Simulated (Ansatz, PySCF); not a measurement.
Species: CsCl, net charge -1, doublet state. 
Structure (B3LYP-D3(BJ)/def2-TZVP (Ansatz, a first-principles code) minimum search):
```
Cs
Cl 1 3.1175
```
Charge -1, spin multiplicity 2.

Total electronic energies in hartree. Cores are frozen in the correlated levels unless marked. UHF or UKS for open shells. Spin-orbit coupling is left out. Frozen are the shells of the preceding noble gas and the d and f shells that filled before the atom's block. The outer core of K, Ca and their heavier congeners is not correlated, a term that matters for these elements. In def2 rows, elements after Kr have scalar-relativistic effective core potentials. CBS marks a two-point X^-3 extrapolation of the correlation energy; Hartree-Fock from the larger set.

| level | program | energy (Eh) |
|---|---|---|
| HF/def2-TZVPD | PySCF | -479.46697 |
| RI-HF/def2-QZVPP | Ansatz | -479.48076 |
| BLYP-D4/def2-TZVPD | Ansatz + dftd4 | -480.43309 |
| revPBE-D3(BJ)/def2-TZVPD | Ansatz + dftd3 | -480.41774 |
| revPBE-D4/def2-TZVPD | Ansatz + dftd4 | -480.41779 |
| revPBE/def2-TZVPD | Ansatz | -480.41622 |
| B97M-V/def2-TZVPD | Ansatz | [?] |
| PBE0-D3(BJ)/def2-TZVPD | Ansatz + dftd3 | -480.31830 |
| PBE0/def2-TZVPD | Ansatz | -480.31745 |
| TPSSh/def2-TZVPD | PySCF | -480.48732 |
| r2SCANh-D4/def2-TZVPD | Ansatz + dftd4 | -480.43983 |
| r2SCAN0-D4/def2-TZVPD | Ansatz + dftd4 | -480.42784 |
| M06-2X/def2-TZVPD | PySCF | -480.38780 |
| MN15/def2-TZVPD | PySCF | -480.32861 |
| CAM-B3LYP/def2-TZVPD | Ansatz | -480.45523 |
| B2PLYP-D3(BJ)/def2-TZVPD | Ansatz + dftd3 | -480.22447 |
| B2PLYP-D4/def2-TZVPD | Ansatz + dftd4 | -480.22378 |
| PBE-QIDH/def2-TZVPD | Ansatz | -480.13389 |
| RPA@PBE/def2-QZVPP | Ansatz | -479.84819 |
| SCS-MP2/def2-QZVPPD | Ansatz | -479.70321 |
| CCSD/def2-SVPD | Ansatz | -479.48829 |
| CCSD/def2-TZVPPD | Ansatz | -479.68658 |
| CCSD(T)/CBS(def2-TZVPPD,def2-QZVPPD) | Ansatz | -479.7462 |

Question: Complete the blanks.

Answer: 
- B97M-V/def2-TZVPD, energy (Eh): -480.36061
